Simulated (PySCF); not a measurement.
**Computed properties of CH₅FO₂Si₂, SMILES O=C(O)[Si@@H](F)[SiH3]**

CH5FO2Si2, SMILES [SiH3][Si@@H](C(=O)O)F. The structure is a stationary point at PBE0-D3(BJ)/def2-SVP. The structure was generated by enumeration; whether it is a known compound was not checked. Other conformers were not sampled. All values are computed for the isolated molecule unless a solvent is named; none is compared with measurement here.

**Structure.** All 27 harmonic modes at PBE0-D3(BJ)/def2-SVP (PySCF) are real, so it is a minimum. With heavy atoms numbered as in [O:1]=[C:2]([OH:3])[Si@@H:4]([F:5])[SiH3:6], the shortest bond between them is O1–C2 at 1.207 Å and the longest Si4–Si6 at 2.340 Å.

**Vibrations.** The strongest infrared lines (harmonic, unscaled, degenerate partners summed) lie at 1836 cm⁻¹ (220 km/mol, C 60 %, O 38 %), 1195 cm⁻¹ (210 km/mol, O 47 %, H 42 %, C 10 %), 702 cm⁻¹ (176 km/mol, H 60 %, O 27 %, C 12 %). The softest mode is at 35 cm⁻¹ and the zero-point energy is 38.5 kcal/mol.

**Electronic structure.** B3LYP/def2-TZVP (PySCF) places the frontier levels at -7.88 and -1.27 eV, a gap of 6.61 eV, and gives a dipole moment of 0.28 D and a mean polarisability of 73.0 bohr³. PBE/def2-TZVP (PySCF) at the same geometry gives -6.61 and -2.05 eV, so its gap is 2.05 eV narrower. An orbital gap is neither the optical nor the fundamental gap.

**Excitations.** TDA-ωB97X/def2-SVPD (PySCF) has S1 at 5.25 eV (236 nm, f = 0.009, weak); the most intense of the 10 singlets computed lies at 8.57 eV (f = 0.22). T1 (TDA) is at 4.57 eV, 0.68 eV under S1. TDA-PBE/def2-SVPD (PySCF) puts S1 at 4.89 eV. No vertical singlet excitation falls in the visible range (under 3.1 eV).

**NMR.** GIAO shifts at PBE0/pcSseg-1 (PySCF) (non-relativistic, atoms alike by connectivity averaged): ¹³C at 188.6 ppm against TMS; ¹H from 3.9 to 6.9 ppm against TMS; ²⁹Si from -105.5 to -5.4 ppm against TMS; ¹⁹F at -220.4 ppm against CFCl3.
